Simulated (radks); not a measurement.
The numbers below are computed, except where a source is named.
Q: Ionisation of the indium ion In+, [Kr] 4d10 5s2, to In2+, [Kr] 4d10 5s1, under several functionals. Dirac Kohn-Sham, spin-unpolarised, spherical densities, finite nucleus; a radial shooting solver on a logarithmic mesh with Libxc functionals. Known Delta-SCF values: exchange-only B88 18.470 eV; HCTH/407 19.193 eV. What does LDA (Slater exchange, VWN5 correlation) give, and what is its highest occupied eigenvalue?

A: 19.657 eV by Delta-SCF; the 5s1/2 eigenvalue is -15.301 eV. NIST: 18.870 eV (measured).

Beside tabulated values, note that spin-unpolarised runs miss the spin-polarisation part of the exchange energy of open shells.
